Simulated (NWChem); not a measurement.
AlHF$_{2}$; SMILES [AlH]([F])[F]

```xyz
4

Al     0.0000     0.0000    -0.4342
H      0.0000     0.0000    -1.9969
F     -1.4143     0.0000     0.4246
F      1.4143     0.0000     0.4246
```
Atoms are numbered in this order, from 1.

Results from NWChem. Geometry: optimised at PBE0/def2-SVP. B3LYP is NWChem's, with the RPA form of VWN correlation. Vertical excitations in the gas phase; the lowest state need not have the same character in each row.

Problem. Among these, which level gives the lowest value of “lowest excitation, singlet (eV)”?
A. PBE/def2-SVP, TDA
B. LRC-wPBEh/def2-SVP, TDA
C. B3LYP/def2-SVP, TDA
D. PBE0/def2-SVP, TDA

Solution. A, PBE/def2-SVP, TDA. Values: PBE/def2-SVP, TDA 7.30; B3LYP/def2-SVP, TDA 7.80; PBE0/def2-SVP, TDA 7.95; LRC-wPBEh/def2-SVP, TDA 8.03
